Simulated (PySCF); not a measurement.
SMILES C(=O)[O-] (CHO₂ (anion, charge -1)) (B3LYP/def2-SVP optimised geometry):

```
4

O      1.035     0.066     0.000
C     -0.212     0.066     0.000
O     -1.035     1.001     0.000
H     -0.694    -1.001     0.000
```

Level of theory: B3LYP/def2-TZVPD run with PySCF.

Question: What are the frontier orbital energies?

Answer: HOMO-2 -1.57 eV, HOMO-1 -1.25 eV, HOMO -0.99 eV, LUMO 4.47 eV, LUMO+1 5.19 eV.

On the same geometry PySCF with PBE/def2-TZVPD gives HOMO-2 -0.46 eV, HOMO-1 0.12 eV, HOMO 0.28 eV, LUMO 4.23 eV, LUMO+1 4.92 eV.

Meta-Löwdin charges at B3LYP/def2-TZVPD: O1 -0.66, C2 0.40, O3 -0.66, H4 -0.07.
